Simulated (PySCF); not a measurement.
**Variants of one PySCF input: GaBr**

Base input, run as `OMP_NUM_THREADS=1 python input.py` with PySCF 2.14:

```python
from pyscf import gto, scf, mp

mol = gto.M(
    atom='Ga 0 0 0; Br 0 0 2.32',
    basis='6-31g',
    charge=0,
    spin=0,
    verbose=3,
)
mf = scf.UHF(mol)
mf = mf.density_fit(auxbasis='def2-universal-jkfit')
mf.kernel()
mp.MP2(mf).kernel()
mf.dip_moment()
print('orbital energies (hartree):', [e[max(0, n-3):n+3].round(4) for e, n in zip(mf.mo_energy, mol.nelec)])
```

Base result: E(SCF) = -4495.034920 Eh, E(MP2) − E(SCF) = -0.41267 Eh, μz(SCF) = -3.13 D. The bond length is a typed value, not an optimised one. No search for the lowest solution was made.

Run time: 0.89 s on 1 thread of Intel Xeon 6975P-C (shared host), peak memory 0.13 GiB.

Each row names what differs from the base; energies in brackets are changes from the base.

| change | result | wall time (s) |
| --- | --- | --- |
| geometry: bond 2.32 → bond 2.042 | E(SCF) = -4494.990802 Eh (+1.2005 eV), E(MP2) − E(SCF) = -0.41386 Eh, μz(SCF) = -0.90 D | 0.76 |
| electric field along z (a.u.): none → 0.01 | E(SCF) = -4495.026064 Eh (+0.2410 eV), E(MP2) − E(SCF) = -0.41469 Eh, μz(SCF) = -1.34 D | 0.78 |
| step after the SCF: mp2 → optimize | E(SCF) = -4495.034920 Eh (+0.0000 eV), all at the start geometry; optimised bond 2.498 Å with E = -4495.040042 Eh after 5 steps | 5.4 |
| geometry: bond 2.32 → bond 2.158 | E(SCF) = -4495.016884 Eh (+0.4908 eV), E(MP2) − E(SCF) = -0.41323 Eh, μz(SCF) = -1.82 D | 0.77 |
| geometry: bond 2.32 → bond 2.39 | E(SCF) = -4495.038313 Eh (-0.0923 eV), E(MP2) − E(SCF) = -0.41249 Eh, μz(SCF) = -3.70 D | 0.77 |
| geometry: bond 2.32 → bond 2.9 | E(SCF) = -4495.026391 Eh (+0.2321 eV), E(MP2) − E(SCF) = -0.41123 Eh, μz(SCF) = -7.63 D | 0.78 |
| level shift (hartree): none → 0.5 | E(SCF) = -4495.034920 Eh (+0.0000 eV), E(MP2) − E(SCF) = -0.41267 Eh, μz(SCF) = -3.13 D | 0.91 |
| PCM solvent, dielectric constant: none → 20.5; step after the SCF: mp2 → analyze | E(SCF) = -4495.047070 Eh (-0.3306 eV), μz(SCF) = -4.19 D | 2.7 |
| basis set: 6-31g → cc-pvdz | E(SCF) = -4495.676427 Eh (-17.4563 eV), E(MP2) − E(SCF) = -0.20174 Eh, μz(SCF) = -2.15 D | 0.7 |
| cycle limit: 50 → 1 [unsound on purpose] | the SCF does not converge, then it stops with NotImplementedError after the SCF | 0.63 |
| geometry: bond 2.32 → bond 6.96 [stretched restricted solution, likely unstable] | E(SCF) = -4494.894554 Eh (+3.8195 eV), E(MP2) − E(SCF) = -0.40344 Eh, μz(SCF) = -31.98 D | 0.91 |
| spin (2S): 0 → 2 [a high spin state] | E(SCF) = -4494.943484 Eh (+2.4881 eV), E(MP2) − E(SCF) = -0.39685 Eh, ⟨S²⟩ = 2.005, μz(SCF) = -3.14 D | 0.8 |
| frozen orbitals: 0 → 19 | E(SCF) = -4495.034920 Eh (+0.0000 eV), E(MP2) − E(SCF) = -0.30868 Eh, μz(SCF) = -3.13 D | 0.72 |
| spin-free X2C: off → on [basis contracted without relativity] | E(SCF) = -4534.785037 Eh, E(MP2) − E(SCF) = -0.40753 Eh, μz(SCF) = -3.23 D | 0.84 |
| step after the SCF: mp2 → tdhf; number of roots: default → 8 | E(SCF) = -4495.034920 Eh (+0.0000 eV), μz(SCF) = -3.13 D, first excitations without spin–orbit coupling 2.04, 2.04, 4.61, 4.61, 5.24 eV | 14 |
| Cartesian functions: off → on | E(SCF) = -4495.040294 Eh (-0.1462 eV), E(MP2) − E(SCF) = -0.46997 Eh, μz(SCF) = -3.12 D | 1 |
| density fitting: def2-universal-jkfit → auto [this fitting set is unfit for the basis or for exact exchange; a fit set errs by some meV] | E(SCF) = -4493.861504 Eh (+31.9303 eV), E(MP2) − E(SCF) = -0.43748 Eh, μz(SCF) = -3.13 D | 0.68 |

Task: Order these changes by how far they move the SCF energy from the base, largest first: (1) PCM solvent, dielectric constant: none → 20.5; step after the SCF: mp2 → analyze; (2) geometry: bond 2.32 → bond 2.042; (3) geometry: bond 2.32 → bond 2.158; (4) geometry: bond 2.32 → bond 6.96.

Result: (4) +3.8195 eV, (2) +1.2005 eV, (3) +0.4908 eV, (1) -0.3306 eV.
